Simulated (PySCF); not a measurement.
Correlation energy of Ca (calcium, neutral)

[Ar] 4s1 4p1, high-spin 3P determinant (an excited configuration). All numbers are calculated (PySCF 2.14, no relativity, point nucleus, in def2-TZVPPD (6s5p3d, 36 functions)). Frozen: [Ar]; 2 electrons correlated.

With two correlated electrons CCSD is exact within the correlated space (frozen core and kept virtual orbitals).

| level | correlation energy (mhartree) |
| --- | --- |
| CCSD | -3.75 |

Diagnostics: T1 = 0.0096, D1 = 0.0191, largest double amplitude 0.083.

Cost of the coupled-cluster step: of the order of 0.4 core-seconds, for 2 correlated electrons.

Iterations:

```
CC2 = 0
CCSD nocc = (np.int64(2), np.int64(0)), nmo = (27, 27)
frozen orbitals [[0, 1, 2, 3, 4, 5, 6, 7, 8], [0, 1, 2, 3, 4, 5, 6, 7, 8]]
max_cycle = 100
direct = 0
conv_tol = 1e-08
conv_tol_normt = 1e-06
diis_space = 8
diis_start_cycle = 0
Init t2, MP2 energy = -0.00153489537105079
Init E_corr(UCCSD) = -0.00153489537243623
cycle = 1  E_corr(UCCSD) = -0.00235105964820834  dE = -0.000816164276  norm(t1,t2) = 0.0289841
cycle = 2  E_corr(UCCSD) = -0.00282746253060802  dE = -0.000476402882  norm(t1,t2) = 0.0188667
cycle = 3  E_corr(UCCSD) = -0.00365548056697999  dE = -0.000828018036  norm(t1,t2) = 0.0130089
cycle = 4  E_corr(UCCSD) = -0.0037286168448706  dE = -7.31362779e-05  norm(t1,t2) = 0.00396526
cycle = 5  E_corr(UCCSD) = -0.00375484793899243  dE = -2.62310941e-05  norm(t1,t2) = 0.000713732
cycle = 6  E_corr(UCCSD) = -0.00374315965573238  dE = 1.16882833e-05  norm(t1,t2) = 0.000197618
cycle = 7  E_corr(UCCSD) = -0.00375137485862991  dE = -8.2152029e-06  norm(t1,t2) = 8.63912e-05
cycle = 8  E_corr(UCCSD) = -0.00374812700360994  dE = 3.24785502e-06  norm(t1,t2) = 3.79666e-05
cycle = 9  E_corr(UCCSD) = -0.00374916631408863  dE = -1.03931048e-06  norm(t1,t2) = 9.96279e-06
cycle = 10  E_corr(UCCSD) = -0.00374875931794837  dE = 4.0699614e-07  norm(t1,t2) = 5.72482e-06
cycle = 11  E_corr(UCCSD) = -0.00374877527497359  dE = -1.59570252e-08  norm(t1,t2) = 3.05167e-07
cycle = 12  E_corr(UCCSD) = -0.00374877546814402  dE = -1.93170431e-10  norm(t1,t2) = 5.71069e-08
UCCSD converged
E(UCCSD) = -676.7124383448441  E_corr = -0.003748775468144019
```
